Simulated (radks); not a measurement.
Problem. These are the eigenvalues of the occupied orbitals of an atom or ion with whole-number occupations (hartree). Method: scalar-relativistic Kohn-Sham, TASK exchange with Perdew-Wang LDA correlation, spin-polarised, spherical densities, finite nucleus; meta-GGA in the generalised Kohn-Sham scheme; Fermi nuclear charge, rms radius of each element as measured or else 0.836 A^(1/3) + 0.57 fm; computed with a radial shooting solver on a logarithmic mesh with Libxc functionals.

1s up: -2055.049
1s down: -2055.040
2s up: -355.4794
2s down: -355.3992
2p up: -316.3631
2p down: -316.2980
3s up: -89.57019
3s down: -89.29855
3p up: -77.57397
3p down: -77.29604
3d up: -62.31256
3d down: -62.06428
4s up: -27.55481
4s down: -26.98516
4p up: -23.47224
4p down: -22.90570
4d up: -17.92219
4d down: -17.32926
4f up: -11.69071
5s up: -11.38451
5f up: -5.92726

Which element is it, and in what charge state? The configuration may be excited. Open shells, if any, are filled with parallel spins first.

Solution. Z = 67, holmium, charge +14: Ho14+ in [Kr] 4d8 4f6 5s1 5f2. The list shows which subshells hold electrons but not how many an open one holds; the 1s level, -2055 hartree, gives Z - s = 64.1 by -(Z - s)^2/2, which with screening and relativity narrows Z to a few neighbours, and the depths of the outer levels then fix element, charge and occupations together.
